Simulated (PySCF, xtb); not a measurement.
InI, SMILES [I][In] (connectivity only; charge and spin as stated), neutral, multiplicity 1.

Harmonic wavenumbers (cm⁻¹) from GFN2-xTB (xtb) at its own minimum, in rising order: 201.

Problem. What does PBE0-D3(BJ)/def2-TZVP (PySCF) give at its own minimum? (Estimate from the structure and the level; the computed values follow.)

Solution. 174. Paired by order, the mean absolute difference is 27 cm⁻¹ and the zero-point energies are 0.3 and 0.2 kcal/mol.
